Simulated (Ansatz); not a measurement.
The cluster W2O4⁺. The state is a doublet with charge 1. Geometry r2SCAN-D4/def2-SVP; atoms count from 1.

Cartesian coordinates in Å:
```
W 1.212 -0.826 0.215
W -1.003 0.554 0.941
O -0.955 1.619 -0.379
O -1.965 -0.762 0.480
O 0.645 -1.215 -1.335
O 2.066 0.630 0.078
```

In the def2 sets W takes a core potential; there is no spin–orbit coupling. No other spin state of charge 1 was run. Another isomer (doublet) lies 1.20 eV lower at PBE0-D4/def2-TZVP; other spin states weren't run for this one.

Q: Estimate the Mulliken populations from the PBE0/def2-TZVP orbitals of Ansatz.

A: 
```csv
atom,charge (e),spin (α − β),d electrons
W1,1.13,0.42,3.84
W2,1.13,0.42,3.84
O3,-0.31,0.11,–
O4,-0.32,-0.04,–
O5,-0.31,0.11,–
O6,-0.32,-0.04,–
```
Mulliken values and Mayer orders depend strongly on the basis.

Q: Where does the spin sit?

A: Summed by element: W 0.85, O 0.15, of 1 unpaired in all. Largest on single atoms: W1 0.42, W2 0.42, O3 0.11.

Q: And the Mayer bond orders between bonded heavy atoms (over 0.3)?

A: W1–W2 1.37 (2.71 Å); W1–O5 2.22 (1.70 Å); W1–O6 2.21 (1.69 Å); W2–O3 2.22 (1.70 Å); W2–O4 2.21 (1.69 Å).
